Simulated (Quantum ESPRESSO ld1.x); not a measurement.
Ne+, configuration [He] 2s2 2p5. Calculated with ld1.x of Quantum ESPRESSO 7.5: scalar-relativistic Kohn-Sham, BLYP, spin-unpolarised, spherical densities, point nucleus. Some entries of the table are withheld. Estimate them.

orbital  occ.  eigenvalue (hartree)  r(max) (bohr)  <r> (bohr)
1s          2                   (1)            (2)         (3)
2s          2                   (4)         0.6710      0.8647
2p          5              -1.18687         0.6004         (5)

Answer. 
(1) 1s eigenvalue (hartree): -31.3974
(2) 1s r(max) (bohr): 0.1026
(3) 1s <r> (bohr): 0.1579
(4) 2s eigenvalue (hartree): -2.04010
(5) 2p <r> (bohr): 0.8840
